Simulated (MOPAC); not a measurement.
Input file for MOPAC: PM3 on H2Se (SMILES [SeH2]).

```
PM3 1SCF PRECISE CHARGE=0 THREADS=1
H2Se

Se    -0.03299106 1     0.55159349 1     3.19731004 1
H      1.40280027 1     0.29637002 1     3.38945724 1
H     -0.36905347 1    -0.81326807 1     3.63065014 1
```

It printed:

```
*******************************************************************************
 **                                                                           **
 **                              MOPAC v23.2.5                                **
 **                                                                           **
 *******************************************************************************
 ** MOPAC's Digital Object Identifier: https://doi.org/10.5281/zenodo.6511958 **
 **                                                                           **
 ** Please cite the open-source release paper for use of this MOPAC version:  **
 ** J. E. Moussa and J. J. P. Stewart (2026)                                  **
 ** MOPAC: An open-source semiempirical molecular orbital program             **
 ** J. Open Source Softw., 11(119), 8025, https://doi.org/10.21105/joss.08025 **
 *******************************************************************************

                              PM3 CALCULATION RESULTS

 *******************************************************************************
 *  PM3        - The PM3 Hamiltonian to be used
 *
 *
 *
 *                 CHARGE ON SYSTEM = 0
 *
 *
 *
 *  PRECISE    - TIGHTER CRITERIA TO BE USED
 *  1SCF       - DO 1 SCF AND THEN STOP
 *  THREADS=1  - MULTI-THREADING NOT USED
 *  T=         - A TIME OF 172800.0 SECONDS REQUESTED
 *  DUMP=N     - RESTART FILE WRITTEN EVERY 7200.0 SECONDS REQUESTED
 *******************************************************************************
PM3 1SCF PRECISE CHARGE=0 THREADS=1
 H2Se

   ATOM   CHEMICAL          X               Y               Z
  NUMBER   SYMBOL      (ANGSTROMS)     (ANGSTROMS)     (ANGSTROMS)

     1      Se         -0.03299106  *   0.55159349  *   3.19731004  *
     2       H          1.40280027  *   0.29637002  *   3.38945724  *
     3       H         -0.36905347  *  -0.81326807  *   3.63065014  *



          CARTESIAN COORDINATES

    NO.       ATOM           X           Y           Z

     1        Se         -0.0330      0.5516      3.1973
     2         H          1.4028      0.2964      3.3895
     3         H         -0.3691     -0.8133      3.6307

  H: (PM3): J. J. P. STEWART, J. COMP. CHEM. 10, 209 (1989).
 Se: (PM3): J. J. P. STEWART, J. COMP. CHEM. 12, 320-341 (1991).

           Empirical Formula: H2 Se  =     3 atoms



      MOLECULAR POINT GROUP   :   C2v


      RHF CALCULATION, NO. OF DOUBLY OCCUPIED LEVELS = 4


 -------------------------------------------------------------------------------
 PM3 1SCF PRECISE CHARGE=0 THREADS=1
 H2Se



     1SCF WAS SPECIFIED, SO BFGS WAS NOT USED
     SCF FIELD WAS ACHIEVED


                              PM3 CALCULATION
                                                       MOPAC v23.2.5 Linux




          FINAL HEAT OF FORMATION =         22.77744 KCAL/MOL =      95.30082 KJ/MOL


          COSMO AREA              =         65.15 SQUARE ANGSTROMS
          COSMO VOLUME            =         48.37 CUBIC ANGSTROMS

          IONIZATION POTENTIAL    =          9.764337 EV
          HOMO LUMO ENERGIES (EV) =         -9.764 -0.523
          NO. OF FILLED LEVELS    =          4
          MOLECULAR WEIGHT        =         80.9758         POINT GROUP:  C2v

          MOLECULAR DIMENSIONS (Angstroms)

            Atom       Atom       Distance
            H     3    H     2     2.10450
            H     2   Se     1     1.02778
            H     3   Se     1     0.00000


          SCF CALCULATIONS        =          1





   ATOM   CHEMICAL          X               Y               Z
  NUMBER   SYMBOL      (ANGSTROMS)     (ANGSTROMS)     (ANGSTROMS)

     1      Se         -0.03299106  *   0.55159349  *   3.19731004  *
     2       H          1.40280027  *   0.29637002  *   3.38945724  *
     3       H         -0.36905347  *  -0.81326807  *   3.63065014  *

                             CARTESIAN COORDINATES

   1   Se       -0.032991060     0.551593490     3.197310040
   2    H        1.402800270     0.296370020     3.389457240
   3    H       -0.369053470    -0.813268070     3.630650140


           Empirical Formula: H2 Se  =     3 atoms



      MOLECULAR POINT GROUP   :   C2v


                  EIGENVALUES
 -20.20260 -14.42473 -11.50349  -9.76434  -0.52262   0.14568


              NET ATOMIC CHARGES AND DIPOLE CONTRIBUTIONS

  ATOM NO.   TYPE          CHARGE      No. of ELECS.   s-Pop       p-Pop
    1         Se           0.038771        5.9612     1.87537     4.08586
    2          H          -0.019386        1.0194     1.01939
    3          H          -0.019385        1.0194     1.01938
 DIPOLE           X         Y         Z       TOTAL
 POINT-CHG.    -0.102     0.151    -0.058     0.191
 HYBRID         0.811    -1.195     0.461     1.516
 SUM            0.709    -1.044     0.403     1.324


          ATOMIC ORBITAL ELECTRON POPULATIONS

     Atom    s        px        py        pz
    1 Se   1.87537   1.03964   1.14591   1.90032
    2  H   1.01939
    3  H   1.01938

 **********************
 *                    *
 * JOB ENDED NORMALLY *
 *                    *
 **********************




 == MOPAC DONE ==
```

The run finished.

Cost: about 0.010 core-seconds (a rough figure).
